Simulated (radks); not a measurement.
Question: The mean radii <r> (bohr) of the occupied orbitals of an atom or ion are listed with their occupations. Calculated with a radial shooting solver on a logarithmic mesh with Libxc functionals: non-relativistic Kohn-Sham, LDA (Slater exchange, VWN5 correlation), spin-unpolarised, spherical densities, point nucleus.

orbital  occ.      <r>
1s          2  0.09166
2s          2   0.4482
2p          6   0.4084
3s          2    1.542
3p          5    1.845

Name the element and its charge.

Answer: Z = 17, chlorine, charge 0: Cl in [Ne] 3s2 3p5. The 1s radius gives Z: for a bare nucleus <r> = 1.5/Z, 0.08824 bohr for Z = 17, and screening makes it slightly larger (0.09166 here). The occupations add up to 17, and the charge is Z minus that.
